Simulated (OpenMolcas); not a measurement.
## Al II: from CASSCF to CASPT2

```
Program             : OpenMolcas
Basis               : ANO-RCC-VQZP [6s5p3d2f1g]
Scalar Hamiltonian  : DKH2, point nucleus
Active space        : 2 electrons in 4 orbitals (3s 3p)
State averaging     : 2S+1 = 3 even, 3 roots; 2S+1 = 1 even, 7 roots; 2S+1 = 3 odd, 3 roots; 2S+1 = 1 odd, 3 roots
Spin-orbit coupling : state interaction with AMFI integrals over the reference wave functions, term energies averaged over their components
```

Methods on the same reference wave functions:
A. CASSCF
B. SS-CASPT2, IPEA 0.25 Eh, imaginary shift 0.1 Eh (closed shells correlated: 2s 2p)
C. MS-CASPT2, IPEA 0.25 Eh, imaginary shift 0.1 Eh (closed shells correlated: 2s 2p)

Energies in cm⁻¹ above 3s² ¹S₀, the measured ground level; measured values from NIST Handbook of Basic Atomic Spectroscopic Data.

```json
{"Level": "3s² ¹S₀", "A": "0.0", "B": "0.0", "C": "0.0", "Measured": "0.0"}
{"Level": "3s 3p ³P°₀", "A": "36010", "B": "36977", "C": "37129", "Measured": "37393"}
{"Level": "3s 3p ³P°₁", "A": "36061", "B": "37028", "C": "37180", "Measured": "37454"}
{"Level": "3s 3p ³P°₂", "A": "36164", "B": "37130", "C": "37282", "Measured": "37578"}
{"Level": "3s 3p ¹P°₁", "A": "66625", "B": "61347", "C": "61499", "Measured": "59852"}
{"Level": "3p² ³P₀", "A": "93079", "B": "94042", "C": "94193", "Measured": "94085"}
{"Level": "3p² ³P₁", "A": "93129", "B": "94092", "C": "94244", "Measured": "94147"}
{"Level": "3p² ³P₂ [51 %]", "A": "93227", "B": "94124", "C": "94275", "Measured": ""}
{"Level": "3p² ¹D₂ [51 %]", "A": "101734", "B": "94262", "C": "94414", "Measured": ""}
{"Level": "3p² ¹S₀", "A": "121212", "B": "111536", "C": "111839", "Measured": "111637"}
```

Deviations, from unrounded energies. A percentage is the sum of absolute deviations over the sum of measured energies, with the sign that they share, or ± where signs differ.

```tsv
Against measurement	Levels	A	B	C
mean absolute deviation (cm-1)	7	3200	430	410
other configurations (%)	7	±4.8	±0.6	±0.6
```

B, C lie about equally close to measurement and A furthest from it. The largest miss of C in the table is 3s 3p ¹P°₁, by +1600 cm-1. The ranking rests on the paired levels alone, and a cruder setting can come out closer through cancelling errors.

Between B and C the level of the table that moves most is 3p² ¹S₀, by 300 cm-1 (lowest in B, highest in C).

The lowest spin-free term lies below A's lowest term by 0.233 hartree in B, 0.234 hartree in C.

Over all roots computed the reference weight is 0.91 to 0.98 in B, 0.91 to 0.98 in C; the roots of lowest weight are the least certain, and an intruder state may touch them. The ¹D term of p² mixes with s d, which this space lacks. Without dynamic correlation excited terms often stand tens of per cent too high (terms of higher spin than the ground term too low), and those without a measured partner can miss by more than the paired ones (holds for A). Computed and measured levels are paired by configuration, term and J; levels that our copy of the source lacks, or whose pairing is in doubt (as where it misses far off the trend of its configuration), stay unpaired and out of the deviations. Only configurations of the active space appear.

A share in square brackets marks a mixed level and gives the weight of the term that names it, the lowest over the columns. ° marks odd parity.
